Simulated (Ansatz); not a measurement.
Single points on Al2Sb.

```yaml
crystal:
  periodic: [false, false, false]
  atoms:
    - {symbol: Al, position_ang: [0.157040, 0.958158, 1.142107]}
    - {symbol: Al, position_ang: [0.062131, 0.534010, -1.399426]}
    - {symbol: Sb, position_ang: [-0.219161, -1.492167, 0.257319]}
basis:
  gaussian: {orbitals: def2-TZVP, initial_orbitals: start.molden}
magnetization: {spin_polarized: true, initial_magnetization: 1}
hamiltonian: {xc: pbe0, dispersion: d4}
output: {forces: true, orbitals: {seedname: orbitals}}
```

The file start.molden holds the orbitals of an earlier run on this structure, at another level or in another basis.

```sh
$ ansatz run in.yaml --threads 4 --pin off --events-out ev --progress --plain --max-ram 3916MiB
```

It prints (some lines left out):

```
Functional definition: PBE0
999 factors; their error is unknown
mean field evaluation 1: about -19710.7445 eV, gradient 5.9e1 eV
mean field evaluation 2: about -19718.8487 eV, gradient 1.2e1 eV
mean field evaluation 4: about -19724.5272 eV, gradient 5.5e0 eV
mean field evaluation 8: about -19725.1849 eV, gradient 3.1e-1 eV
mean field evaluation 16: about -19717.7241 eV, gradient 2.7e1 eV
mean field evaluation 32: about -19725.1851 eV, gradient 1.8e-3 eV
mean field -19725.18509014 eV, -724.8871818521 hartree, gradient 3.2e-5 eV, S^2 0.869913; 7 other end points of the search recorded, 0 dependent functions left out
reference -19725.18511251 eV, -724.8871826742 hartree; 25, 24 occupied and 99, 100 virtual orbitals, 999 factors
Total energy: -19725.29738421 eV, -724.8913085830 hartree
Atom 0 at     0.157040     0.958158     1.142107 Å, force    -0.026327    -0.172736    -0.046856 eV/Å
Atom 1 at     0.062131     0.534010    -1.399426 Å, force    -0.020804    -0.148166     0.102387 eV/Å
Atom 2 at    -0.219161    -1.492167     0.257319 Å, force     0.047131     0.320902    -0.055530 eV/Å
Dipole moment:     0.034247     0.233169    -0.040213 e Å
```

Hardware: 4 threads of Arm Neoverse V1 on a shared host. Wall time 6.5 s.

Geometry: PBE-D4/def2-TZVP.

In the def2 sets Sb takes a core potential; there is no spin–orbit coupling. The structure comes from a short search, and lower isomers may exist.
